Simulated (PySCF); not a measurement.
1,1-dibromo-2-chloroethene (C₂HBr₂Cl), SMILES ClC=C(Br)Br. Atoms are numbered in the order given.

```xyz
6

Cl     1.3709     2.4373     0.0000
C      1.3843     0.7131     0.0000
C      0.2834    -0.0513     0.0000
Br    -1.4705     0.6346     0.0000
Br     0.4508    -1.9394     0.0000
H      2.3777     0.2619     0.0000
```

Geometry: B3LYP-D3(BJ)/def2-SVP.

Method: ωB97X/def2-TZVP in PySCF.

ESP charges are fitted to the potential on shells at 1.4 to 2.0 van der Waals radii. Atomic charges (e):

| atom | Mulliken | Löwdin | ESP fit | meta-Löwdin |
|---|---|---|---|---|
| Cl1 | -0.03 | 0.39 | -0.04 | -0.01 |
| C2 | -0.10 | -0.52 | -0.06 | -0.12 |
| C3 | -0.12 | -0.74 | -0.12 | -0.08 |
| Br4 | 0.05 | 0.37 | 0.04 | 0.04 |
| Br5 | 0.02 | 0.36 | 0.01 | 0.02 |
| H6 | 0.18 | 0.14 | 0.17 | 0.16 |

Q: Give the Mayer and Wiberg (Löwdin basis) orders of the bonds. (An estimate is asked for; the answer gives what the named calculation found.)

A: 
```tsv
bond	Mayer	Wiberg
Cl1–C2	1.17	1.74
C2–C3	1.81	2.11
C3–Br4	1.19	1.64
C3–Br5	1.13	1.60
C2–H6	0.95	0.86
```
